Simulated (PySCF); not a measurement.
ClI. Atoms are numbered in the order given.

```xyz
2

Cl     0.0000     0.0000    -1.7753
I      0.0000     0.0000     0.5694
```

Geometry optimised at B3LYP-D3(BJ)/def2-TZVP. The def2 effective core potentials stand for the cores of I; spin–orbit coupling is left out.

Method: CAM-B3LYP/def2-TZVPD (PySCF).

Mulliken values depend strongly on the basis, most of all with diffuse functions as here. ESP charges are fitted to the potential on shells at 1.4 to 2.0 van der Waals radii. Atomic charges (e):

```
atom  Mulliken  ESP fit
----  --------  -------
Cl1      -0.21        …
I2        0.21        …
```

Q: Some entries are withheld; supply them. (Estimate from the structure and the level; the computed values follow.)

A: 
- Cl1, ESP fit: -0.10
- I2, ESP fit: 0.10
